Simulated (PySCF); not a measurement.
**Telling isomers of C5H5F3N2 apart by NMR**

How the numbers were obtained: shieldings: GIAO PBE0/pcSseg-1, GFN2-xTB structure, in PySCF 2.14.0 with density-fitted response routines (averaged over atoms made equivalent by symmetry, fast rotation or ring inversion, one conformer, non-relativistic Hamiltonian, gas phase).

Shifts are taken against calculated references (same method and geometry level): TMS for ¹H (31.72 ppm), ¹³C (186.93 ppm). Splittings of carbon signals by F and P are missing where no couplings were computed. Where no couplings were computed, multiplicities follow the n + 1 count of equivalent neighbours, and m marks all less simple cases (inequivalent or close neighbours, rings, F or P nearby). Shifts are as computed. Against solution values, carbons near 30 ppm lie about +3 ppm off and those near 130 ppm about +5 ppm. Of 1211 compounds with measured shifts, 218 miss one by over three times the rms of a fit or turn the order of signals round; such compounds aren't used in these exercises. OH and NH positions are gas-phase values without hydrogen bonding to other molecules.

(1) Tabulate the signals of `Cc1cn[nH]c1C(F)(F)F`, `C=C/C=N\N=C/C(F)(F)F`, `FC(F)(F)Cc1cnc[nH]1`, `C#CCN/N=C/C(F)(F)F` and their relative energies.

(2) What is the quickest way to tell Cc1cn[nH]c1C(F)(F)F from C=C/C=N\N=C/C(F)(F)F?

(3) What is the quickest way to tell Cc1cn[nH]c1C(F)(F)F from C#CCN/N=C/C(F)(F)F?

(4) What is the quickest way to tell C=C/C=N\N=C/C(F)(F)F from C#CCN/N=C/C(F)(F)F?

Answers

(1) 
```json
{"SMILES": "Cc1cn[nH]c1C(F)(F)F", "carbon types": "3×C 1×CH 1×CH3", "δC": "144.6, 134.8, 130.8, 125.2, 10.3", "δH": "9.82 (br s, 1H), 7.56 (s, 1H), 2.48 (s, 3H)", "E rel. (kcal/mol)": "14.2"}
{"SMILES": "C=C/C=N\\N=C/C(F)(F)F", "carbon types": "1×C 3×CH 1×CH2", "δC": "135.2, 132.8, 128.3, 121.9, 110.7", "δH": "6.56 (d, 1H), 6.37 (m, 1H), 6.11 (m, 1H), 5.95 (m, 1H), 5.88 (m, 1H)", "E rel. (kcal/mol)": "69.4"}
{"SMILES": "FC(F)(F)Cc1cnc[nH]1", "carbon types": "2×C 2×CH 1×CH2", "δC": "138.4, 135.8, 134.7, 122.6, 35.5", "δH": "8.61 (br s, 1H), 7.46 (m, 1H), 7.28 (m, 1H), 3.44 (m, 2H)", "E rel. (kcal/mol)": "0.0"}
{"SMILES": "C#CCN/N=C/C(F)(F)F", "carbon types": "2×C 2×CH 1×CH2", "δC": "131.4, 116.6, 84.0, 82.1, 45.1", "δH": "6.41 (m, 1H), 5.51 (br s, 1H), 4.40 (d, 2H), 1.94 (t, 1H)", "E rel. (kcal/mol)": "87.4"}
```

Energies are electronic energies at PBE0/pcSseg-1 on these geometries, without zero-point or thermal terms, each for the one conformer computed, which needn't be the lowest.

(2) Both give the same number of carbon signals, but DEPT or the intensities differ. The first has a methyl carbon on an aromatic ring (CH3) at 10.3 ppm, the second a terminal =CH2 carbon at 132.8 ppm. Their most deshielded carbons lie at 144.6 and 135.2 ppm. In the proton spectra the most deshielded non-exchanging signals are 7.56 (s, 1H) and 6.56 (d, 1H).

(3) Both give the same number of carbon signals, but DEPT or the intensities differ. The first has a methyl carbon on an aromatic ring (CH3) at 10.3 ppm, the second a terminal alkyne carbon (CH) at 82.1 ppm. Their most deshielded carbons lie at 144.6 and 131.4 ppm. In the proton spectra the most deshielded non-exchanging signals are 7.56 (s, 1H) and 6.41 (m, 1H).

(4) Both give the same number of carbon signals, but DEPT or the intensities differ. The first has a terminal =CH2 carbon at 132.8 ppm, the second a propargylic sp3 CH2 bonded to N at 45.1 ppm. Their most deshielded carbons lie at 135.2 and 131.4 ppm.
